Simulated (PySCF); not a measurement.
**Atomic charges by several schemes**

Species: C₄H₁₀N₂Si.
Cartesian coordinates in Å at the GFN2-xTB level; atoms count from 1:
```xyz
17
C4H10N2Si angstrom
C      2.4033   -0.3548   -0.2112
N      1.2828    0.4734   -0.6057
C     -0.0178   -0.1273   -0.4009
C     -1.0823    0.7026   -1.0793
N     -2.2154    0.8733   -0.5596
Si    -2.3365    0.0963    1.0048
C     -0.4768   -0.3417    1.0577
H      2.4111   -0.6215    0.8553
H      2.3761   -1.2752   -0.7953
H      3.3264    0.1750   -0.4424
H      1.3257    1.3676   -0.1248
H     -0.0051   -1.0934   -0.9263
H     -0.8440    1.1432   -2.0419
H     -3.1997   -1.0775    0.9238
H     -2.7679    1.0697    2.0005
H     -0.2505   -1.3477    1.4021
H      0.0635    0.3503    1.7064
```

Density: PBE0/pcSseg-1 (PySCF); schemes: Mulliken, IAO, Hirshfeld and ESP-fitted. Isolated species at its GFN2-xTB geometry (one conformer only).

Q: Give the atomic charges in each scheme.

A: In e:

```tsv
atom	environment	Mulliken	IAO	Hirshfeld	ESP-fitted
C1	N-methyl carbon	-0.103	-0.305	-0.073	-0.096
N2	secondary amine nitrogen	-0.488	-0.407	-0.165	-0.834
C3	sp3 carbon bound to nitrogen	-0.122	-0.048	+0.011	+0.533
C4	C=N carbon	+0.153	+0.049	+0.056	+0.151
N5	C=N nitrogen	-0.512	-0.550	-0.269	-0.573
Si6	SiH2 silicon	+0.743	+0.877	+0.377	+0.589
C7	sp3 carbon bound to silicon	-0.493	-0.584	-0.176	-0.582
H8	methyl hydrogen	+0.089	+0.109	+0.027	+0.040
H9	methyl hydrogen	+0.109	+0.142	+0.043	+0.095
H10	methyl hydrogen	+0.117	+0.149	+0.046	+0.111
H11	N–H hydrogen	+0.169	+0.235	+0.107	+0.392
H12	methine hydrogen	+0.143	+0.148	+0.047	+0.035
H13	hydrogen on a C=N carbon	+0.106	+0.147	+0.047	+0.050
H14	Si–H hydrogen	-0.096	-0.130	-0.075	-0.101
H15	Si–H hydrogen	-0.097	-0.127	-0.074	-0.097
H16	methylene hydrogen	+0.144	+0.149	+0.035	+0.124
H17	methylene hydrogen	+0.137	+0.145	+0.035	+0.162
```

Mean size of the charges over all atoms: ESP-fitted 0.269 e, IAO 0.253 e, Mulliken 0.225 e, Hirshfeld 0.098 e. Each set sums to the total charge, 0, to within 0.001 e. The Hirshfeld scheme divides the density at each point in proportion to the densities of the neutral, spherically averaged free atoms.

Lowest charge. The schemes don't all agree: Mulliken N5 (-0.512); IAO C7 (-0.584); Hirshfeld N5 (-0.269); ESP-fitted N2 (-0.834).

Highest charge. All schemes agree: Mulliken Si6 (+0.743); IAO Si6 (+0.877); Hirshfeld Si6 (+0.377); ESP-fitted Si6 (+0.589).

Q: How many electrons does the Hirshfeld scheme count on C7?

A: Z − q = 6 − (-0.176) = 6.176.

Q: Sum the charges by element, for elements with more than one atom.

A: 
```json
{"element": "C", "atoms": "4", "Mulliken": "-0.565", "IAO": "-0.887", "Hirshfeld": "-0.182", "ESP-fitted": "+0.006"}
{"element": "N", "atoms": "2", "Mulliken": "-1.000", "IAO": "-0.957", "Hirshfeld": "-0.433", "ESP-fitted": "-1.407"}
{"element": "H", "atoms": "10", "Mulliken": "+0.822", "IAO": "+0.967", "Hirshfeld": "+0.238", "ESP-fitted": "+0.811"}
```

Q: How closely do the schemes follow one another over all atoms?

A: Correlation coefficient and root-mean-square difference: IAO with Hirshfeld 0.98, 0.204 e; Mulliken with IAO 0.98, 0.078 e; Mulliken with Hirshfeld 0.97, 0.168 e; Hirshfeld with ESP-fitted 0.85, 0.260 e; Mulliken with ESP-fitted 0.84, 0.196 e; IAO with ESP-fitted 0.83, 0.205 e.
